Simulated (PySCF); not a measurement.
One of the candidates below gave these computed data.

All candidates are C7H7NS.

- Rotational structure: rotational constants A, B, C: 2.396, 0.643, 0.526 GHz [GFN2-xTB]
- Dipole: 4.81 D [CAM-B3LYP/def2-SVPD]
- Triplet: lowest triplet excitation (Tamm–Dancoff): 2.41 eV [TDA CAM-B3LYP/def2-SVPD]
- UV, strongest line: among the 8 lowest singlet transitions: S8 at 5.87 eV (211 nm, f = 0.348) [TDDFT CAM-B3LYP/def2-SVPD]
- UV, first state: lowest singlet excitation: 2.74 eV (452 nm, f = 0.003) [TDDFT CAM-B3LYP/def2-SVPD]
- Polarisability: 130.9 au [CAM-B3LYP/def2-SVPD]

Gas-phase values; electronic properties from PySCF, density fitting. Levels stand in brackets. One conformer (not necessarily the lowest) at the GFN2-xTB geometry, without solvent, vibrations or thermal averaging.

Problem. Which candidate is it?
A. `CCc1cc(C#N)cs1`
B. `C=Nc1ccccc1S`
C. `CNC(=S)C#CC1=CC1`
D. `N#C[C@@]12[C@H]3[C@@H](S)[C@@H]1C[C@H]32`

Solution. C. It is `CNC(=S)C#CC1=CC1`. Numbering: `[CH3:1][NH:2][C:3](=[S:4])[C:5]#[C:6][C:7]1=[CH:8][CH2:9]1`. Its formula, C7H7NS, gives 5 degrees of unsaturation: 1 ring and 4 π bonds in the structure found. S1 is mainly HOMO→LUMO (weight 0.86); the largest Löwdin shares of the orbital it empties are 0.67 on the thiocarbonyl sulfur, 0.09 on the thiocarbonyl carbon, 0.06 on an alkyne carbon and 0.05 on an alkyne carbon, of the orbital it fills 0.20 on the thiocarbonyl carbon, 0.19 on the thiocarbonyl sulfur, 0.15 on an alkyne carbon and 0.12 on an alkyne carbon. The optimised geometry has point group C1 and is an asymmetric top.

The others, at the same levels:
- `C=Nc1ccccc1S` fails: its computed lowest singlet excitation is 3.93 eV (315 nm, f = 0.068) (against 2.74 eV), lowest triplet excitation (Tamm–Dancoff) is 3.10 eV (against 2.41 eV) and strongest line among the 8 lowest singlet transitions is S5 at 5.62 eV (221 nm, f = 0.369) (against S8 at 5.87 eV).
- `N#C[C@@]12[C@H]3[C@@H](S)[C@@H]1C[C@H]32` fails: its computed lowest singlet excitation is 5.61 eV (221 nm, f = 0.005) (against 2.74 eV), lowest triplet excitation (Tamm–Dancoff) is 5.16 eV (against 2.41 eV) and static isotropic polarisability is 95.7 au (against 130.9 au).
- `CCc1cc(C#N)cs1` fails: its computed lowest singlet excitation is 5.34 eV (232 nm, f = 0.073) (against 2.74 eV), lowest triplet excitation (Tamm–Dancoff) is 3.48 eV (against 2.41 eV) and strongest line among the 8 lowest singlet transitions is S5 at 6.70 eV (185 nm, f = 0.461) (against S8 at 5.87 eV).

Each candidate is one conformer, not necessarily the lowest. Dipoles, sizes and rotational constants follow the conformer. The torsions of the flexible species, by atom-mapped SMILES:
- `[CH3:1][NH:2][C:3](=[S:4])[C:5]#[C:6][C:7]1=[CH:8][CH2:9]1`: C1–N2–C3–S4 178°
- `[CH2:1]=[N:2][c:3]1[cH:4][cH:5][cH:6][cH:7][c:8]1[SH:9]`: C1–N2–C3–C4 -33°, H–S9–C8–C7 -173°
- `[N:1]#[C:2][C@@:3]12[C@H:4]3[C@@H:5]([SH:6])[C@@H:7]1[CH2:8][C@@H:9]23`: H–S6–C5–C4 48°
- `[CH3:1][CH2:2][c:3]1[cH:4][c:5]([C:6]#[N:7])[cH:8][s:9]1`: C1–C2–C3–C4 106°
